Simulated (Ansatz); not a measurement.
Ansatz (a quantum-chemistry and plane-wave program) input (MP2/6-31G* with LANL2DZ past Ar): The .json file joins the Basis Set Exchange's 6-31G* for atoms up to Ar and LANL2DZ past it.

Ansatz 0.2 input:
```yaml
crystal:
  periodic: [false, false, false]
  atoms:
    - {symbol: As, position_ang: [0.00033700, 0.00016000, 0.07075400]}
    - {symbol: H, position_ang: [-0.77588200, -1.00630300, -0.77234000]}
    - {symbol: H, position_ang: [-0.48757000, 1.16924800, -0.77864200]}
    - {symbol: H, position_ang: [1.25234300, -0.16823600, -0.78388900]}
basis:
  gaussian:
    orbitals: 6-31Gs+LANL2DZ.json
magnetization: {spin_polarized: false}
correlation: {method: mp2, electrons: outside_noble_gas}
relax: {f_tol: 0.003, max_steps: 120}
```

From the output:

```
the calculation of the forces begins
relax step   2: F+E_penalty+E_count = -209.68486100 eV  Δ(F+E_penalty+E_count) = -1.140e-3 eV  max|allowed force component| = 2.034e-1 eV/Å  Δτ_max = 0.0467 Å  (30 SCF iters, accepted)
these checks for a lower state are left out or cut short: starts, cluster_reference, orbital_swaps, neighbouring_geometries, increment
integrals: 0.00 GiB planned
245 factors; integrals over basis functions are off by at most 2.8e-4 eV
mean field: 0.04 GiB planned
mean field evaluation 32: about -208.1177 eV, gradient 1.9e-6 eV
mean field -208.11770705 eV, -7.6481846667 hartree, gradient 1.9e-6 eV, S^2 0.000000; 0 other end points of the search recorded, 0 dependent functions left out
reference -208.11770705 eV, -7.6481846667 hartree; 4, 4 occupied and 10, 10 virtual orbitals, 245 factors
densities: 0.04 GiB planned
second order -1.57414702 eV of doubles, -0.00000000 eV of singles
the calculation of the forces begins
relax step   3: F+E_penalty+E_count = -209.69185407 eV  Δ(F+E_penalty+E_count) = -6.993e-3 eV  max|allowed force component| = 1.209e-2 eV/Å  Δτ_max = 0.0219 Å  (31 SCF iters, accepted)
these checks for a lower state are left out or cut short: starts, cluster_reference, orbital_swaps, neighbouring_geometries, increment
integrals: 0.00 GiB planned
245 factors; integrals over basis functions are off by at most 2.8e-4 eV
mean field: 0.04 GiB planned
mean field -208.11746047 eV, -7.6481756052 hartree, gradient 5.5e-7 eV, S^2 0.000000; 0 other end points of the search recorded, 0 dependent functions left out
reference -208.11746047 eV, -7.6481756052 hartree; 4, 4 occupied and 10, 10 virtual orbitals, 245 factors
densities: 0.04 GiB planned
second order -1.57439689 eV of doubles, -0.00000000 eV of singles
the calculation of the forces begins
relax step   4: F+E_penalty+E_count = -209.69185736 eV  Δ(F+E_penalty+E_count) = -3.294e-6 eV  max|allowed force component| = 4.294e-3 eV/Å  Δτ_max = 0.0003 Å  (24 SCF iters, accepted)
these checks for a lower state are left out or cut short: starts, cluster_reference, orbital_swaps, neighbouring_geometries, increment
integrals: 0.00 GiB planned
245 factors; integrals over basis functions are off by at most 2.8e-4 eV
mean field: 0.04 GiB planned
mean field -208.11731825 eV, -7.6481703787 hartree, gradient 2.3e-6 eV, S^2 0.000000; 0 other end points of the search recorded, 0 dependent functions left out
reference -208.11731825 eV, -7.6481703787 hartree; 4, 4 occupied and 10, 10 virtual orbitals, 245 factors
densities: 0.04 GiB planned
second order -1.57453947 eV of doubles, -0.00000000 eV of singles
the calculation of the forces begins
relax step   5: F+E_penalty+E_count = -209.69185772 eV  Δ(F+E_penalty+E_count) = -3.627e-7 eV  max|allowed force component| = 9.403e-6 eV/Å  Δτ_max = 0.0001 Å  (23 SCF iters, accepted)
these checks for a lower state are left out or cut short: cluster_reference
integrals: 0.00 GiB planned
245 factors; integrals over basis functions are off by at most 2.8e-4 eV
mean field: 0.04 GiB planned
mean field evaluation 64: about -208.1173 eV, gradient 3.3e-7 eV
mean field -208.11731825 eV, -7.6481703787 hartree, gradient 2.3e-6 eV, S^2 0.000000; 1 other end points of the search recorded, 0 dependent functions left out
reference -208.11731825 eV, -7.6481703787 hartree; 4, 4 occupied and 10, 10 virtual orbitals, 245 factors
densities: 0.04 GiB planned
second order -1.57453947 eV of doubles, -0.00000000 eV of singles
the calculation of the forces begins
Total energy: -209.69185772 eV, -7.7060336371 hartree
Atom 0 at     0.000249     0.000118     0.052325 Å, force     0.000000     0.000000     0.000003 eV/Å
Atom 1 at    -0.790545    -1.025403    -0.766084 Å, force    -0.000006    -0.000008    -0.000001 eV/Å
Atom 2 at    -0.496747     1.191543    -0.772506 Å, force    -0.000004     0.000009    -0.000001 eV/Å
Atom 3 at     1.276271    -0.171389    -0.777853 Å, force     0.000009    -0.000001    -0.000001 eV/Å
Dipole moment:    -0.000585    -0.000279    -0.122920 e Å
Checks for a lower state left out: cluster_reference
```

The geometry given is a B3LYP-D3(BJ)/def2-TZVP minimum.
